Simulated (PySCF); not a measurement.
Polarisability and C₆ of Sn²⁺ (tin, charge +2)

[Kr] 4d10 5s2, closed-shell 1S. Calculation: PySCF 2.14, in aug-cc-pwCVDZ-PP with ECP28MDF (6s5p4d1f, 48 functions); scalar relativity through the core potential. Coupled (time-dependent) response in atomic units; α is the mean over directions. A double-zeta set is small for polarisabilities.

| method | mean α (bohr³) | C₆ (like pair) | S(−4) |
| --- | --- | --- | --- |
| UHF | 17.69 | 97.27 | 137.8 |
| PBE | 14.40 | 75.27 | 87.14 |
| PBE0 | 15.15 | 80.09 | 97.80 |
| TPSS | 15.17 | 80.53 | 97.35 |
| B3LYP | 14.59 | 76.43 | 89.85 |

S(−4) is the Cauchy moment in α(ω) = α(0) + S(−4) ω² + …

α(iu) at UHF:

```
u (hartree)  α(iu) (bohr³)
          0          17.69
     0.0500          17.35
      0.100          16.42
      0.200          13.60
      0.300          10.74
      0.500          6.818
      0.750          4.411
       1.00          3.223
       1.50          2.108
       2.00          1.575
       3.00          1.024
       5.00         0.5325
```

For an ion, C₆ is the dispersion term alone; charge-induced terms of lower order in 1/R come first.

Energies and moments cover only the electrons outside the core potential.
